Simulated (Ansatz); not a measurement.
```
atom    x (Å)    y (Å)    z (Å)
   N  -0.0496  -0.0014  -0.3088
   O   0.0135   1.0454   0.1458
   O  -0.0122  -1.0447   0.1424
```

Basis set: STO-3G (spherical functions). Frozen core: 3 orbitals. Charge 0, multiplicity 2.

Computed with Ansatz (development build ahead of 0.2.0); each method stands on the lowest determinant of its kind that the runs found.

The atomization energy at this shape (free ground-state atoms in the same class of orbitals less the molecule, no zero-point energy) of doublet NO₂:

| method | atomization energy |
| --- | --- |
| UHF | -56.37 kcal/mol |

(1) What does UHF-MP2 give?

## Answers

(1) 31.64 kcal/mol. Caution: the shape is not the minimum; the unrestricted determinant is spin contaminated. Caution for UHF: the molecule lies well above its atoms at this level.

This basis has no polarisation functions and is too small for such energies, which can lie far from measured ones in either direction.
